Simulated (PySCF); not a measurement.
# Two-component Hartree-Fock for Pm(26+) (promethium, charge +26)

Start: [Ar] 3d10 4s2 4p5; 4p1/2 filled at m_j = -1/2, +1/2; 4p3/2 filled at m_j = -1/2, +1/2, +3/2. Calculated with PySCF 2.14 in an uncontracted even-tempered set (17 s from 2.1 bohr⁻², ratio 2.8; 14 p from 2.7 bohr⁻², ratio 2.8; 9 d from 4.8 bohr⁻², ratio 2.8; 4 f from 15 bohr⁻², ratio 3): generalised Hartree-Fock with the X2C-1e Hamiltonian and a Gaussian nucleus; spin-orbit coupling (SO) screened by Boettger's factors.

| spinor shell | electrons | ε, screened SO (eV) | weight of nominal j (screened SO) | rms radius, screened SO (bohr) |
| --- | --- | --- | --- | --- |
| 1s1/2 | 2 | -46259.1 | 1.000 | 0.0264 |
| 2s1/2 | 2 | -8349.1 | 1.000 | 0.107 |
| 2p1/2 | 2 | -7938.8 | 1.000 | 0.0918 |
| 2p3/2 | 4 | -7372.9 | 1.000 | 0.0979 |
| 3s1/2 | 2 | -2499.7 | 1.000 | 0.275 |
| 3p1/2 | 2 | -2324.2 | 1.000 | 0.266 |
| 3d3/2 | 4 | -1904.4 | 1.000 | 0.250 |
| 3d5/2 | 6 | -1878.5 | 1.000 | 0.253 |
| 4s1/2 | 2 | -1062.9 | 1.000 | 0.584 |
| 4p1/2 | 2 | -987.96 | 0.997 | 0.592 |
| 4p3/2 | 3 | -954.41 | 0.998 | 0.616 |

(1) Where does 3p3/2 lie, and what is the 3p spin-orbit splitting (screened SO)?

| quantity | screened SO |
| --- | --- |
| E (hartree) | -9698.27711 |
| M_J | 3/2 |
| ⟨J²⟩ | 3.752 |
| ⟨L²⟩ | 2.032 |
| ⟨S²⟩ | 0.781 |

Each row is a mean over spinors that exchange with the open shell spreads, by up to 9.674 eV (4s1/2).

Breit and QED terms are absent; they matter most for the inner s and p1/2 levels.

Densities and radii are taken from the X2C orbitals without a picture-change correction, which distorts them close to the nucleus.

Answers

(1) At -2204.2 eV, 120.02 eV above 3p1/2.
